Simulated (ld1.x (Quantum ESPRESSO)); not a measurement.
**Mo (Z = 42), TM: configuration errors across variants**

molybdenum (Mo), norm-conserving Troullier–Martins (Kleinman–Bylander form), made with ld1.x (Quantum ESPRESSO) 7.5 (LDA (PZ), non-relativistic). Core [Ar] 3d10 4s2, reference 4p6 4d5 5s1 5p0. Waves: 5s (bound): rc 2.35 bohr; 4p (bound): rc 1.75 bohr; 4f channel at 0.35 Ry: rc 2.00 bohr; 4d (bound): rc 1.70 bohr. Local part: the d channel. Core correction: a·sin(br)/r model core, default radius (core density twice the valence density).

All-electron excitation energies from the reference (eV): (1) 4p6 4d5 5s0 5p0 6.804; (2) 4p6 4d4 5s0 5p0 22.723; (3) 4p6 4d3 5s0 5p0 50.034; (4) 4p6 4d4 5s1 5p1 4.086; (5) 4p6 4d4 5s2 5p0 0.757; (6) 4p6 4d4 5s1 5p0 8.572; (7) 4p5 4d5 5s1 5p0 43.367; (8) 4p6 4d5 5s1 5p0 spin -3.885; (9) 4p6 4d5 5s0 5p0 spin 3.419.

Spin tests fill each open shell by Hund’s rule, majority spin first.

A true bound ghost makes a file unfit for plane-wave use even where its test errors are small: the radial tests pick states by their node count and pass the ghost by.

Errors AE − PS in meV (a dash: test not solved or not reliable):

```tsv
change	(1)	(2)	(3)	(4)	(5)	(6)	(7)	(8)	(9)	bound ghosts
base	-6.8	+3.8	-0.9	+18	-20	+0.9	-54	+82	+60	s
wave 4d (bound): rc 1.70 bohr becomes 4d (bound): rc 1.16 bohr	-6.8	+4.9	+3.6	+34	-11	+16	-8.4	+59	+35	s
wave 4d (bound): rc 1.70 bohr becomes 4d (bound): rc 1.28 bohr	-6.8	+4.5	+2.0	+26	-17	+6.1	-35	+67	+44	s
wave 4d (bound): rc 1.70 bohr becomes 4d (bound): rc 1.50 bohr	-6.8	+4.2	+0.5	+21	-19	+2.1	-49	+76	+54	s
wave 4d (bound): rc 1.70 bohr becomes 4d (bound): rc 1.78 bohr	-6.7	+3.6	-1.6	+16	-20	+0.5	-58	+86	+64	s
wave 4d (bound): rc 1.70 bohr becomes 4d (bound): rc 2.16 bohr	-6.3	+0.2	-8.1	+0.8	-21	-2.7	-86	+114	+96	s
wave 4d (bound): rc 1.70 bohr becomes 4d (bound): rc 2.36 bohr	-5.6	-4.7	-14	-18	-20	-5.2	-121	+146	+130	s
wave 4d (bound): rc 1.70 bohr becomes 4d (bound): rc 2.48 bohr	-5.1	-8.5	-16	-31	-19	-6.7	-145	+167	+152	s
```

Question: Give the same row for: wave 4d (bound): rc 1.70 bohr becomes 4d (bound): rc 1.88 bohr.

Answer: -6.6, +3.1, -2.9, +13, -21, -0.3, -63, +91, +70; bound ghosts: s.
